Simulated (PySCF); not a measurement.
Species: C₆H₆NO (doublet state).
Geometry (GFN2-xTB, Å), atoms numbered from 1 in this order:
```
atom  x, y, z in Å
C1     2.6667    0.6176    0.6094
N2     2.7423   -0.6780    0.6504
C3     1.4810   -1.1207    0.5108
C4     0.6150   -0.0089    0.3784
C5    -0.7232    0.0763    0.2129
C6    -1.9220    0.8922    0.0518
C7    -1.9960   -0.6225    0.0791
O8     1.4253    1.1058    0.4479
H9     3.4851    1.3037    0.6887
H10    1.2304   -2.1599    0.5078
H11   -2.2936    1.4473    0.9038
H12   -2.0848    1.4023   -0.8890
H13   -2.2073   -1.1481   -0.8436
H14   -2.4196   -1.1075    0.9495
```

The hyperfine couplings belong to this conformer and change with its torsions.

As a line formula: `C1=NC=C([C]2CC2)O1` [radical].

Level of theory: UKS B3LYP, pcH-1 on C H N O, non-relativistic, mean-field spin-orbit, GIAO (PySCF). Geometry: GFN2-xTB, one conformer, isolated molecule. Couplings are sensitive to structure, and on GFN2-xTB geometries they can be far from those on DFT ones. No stability test was run, so a lower SCF solution isn't excluded. ⟨S²⟩ is 0.774 where a pure state has 0.75.

Largest spin populations (Mulliken): C5 (+0.59), C3 (+0.42), C1 (+0.27) and C4 (-0.18). Three atoms exceed +0.15. The angles at C5 add up to 360.0°, so it is planar.

Question: Test a(H) = Q·ρ(C) for the protons on planar carbons with a spin population beyond ±0.08.

Answer: 
```
  H   C    ρ(C)  a(H) (G)  a/ρ (G)
 H9  C1  +0.273     -8.41    -30.7
H10  C3  +0.415    -10.59    -25.5
```

A least-squares line through the origin gives Q = -27.1 G with Mulliken populations.

Question: How do the β-proton couplings of this frozen conformer go with θ, the angle between the C–H bond and the normal to the plane of the spin centre's three neighbours, both seen down the bond from centre to carbon?

Answer: 
```json
{"β H": "H11", "on": "C6", "centre": "C5", "θ (°)": "18", "cos²θ": "0.90", "a (G)": "+20.43"}
{"β H": "H12", "on": "C6", "centre": "C5", "θ (°)": "18", "cos²θ": "0.91", "a (G)": "+20.50"}
{"β H": "H13", "on": "C7", "centre": "C5", "θ (°)": "18", "cos²θ": "0.91", "a (G)": "+19.57"}
{"β H": "H14", "on": "C7", "centre": "C5", "θ (°)": "18", "cos²θ": "0.90", "a (G)": "+19.43"}
```

Couplings in gauss use g_iso = 2.0026.

On Arm Neoverse V1, one thread, no GPU, shared host, this took 75 s (grids of density and orbitals included) and 0.94 GiB of memory at its peak.
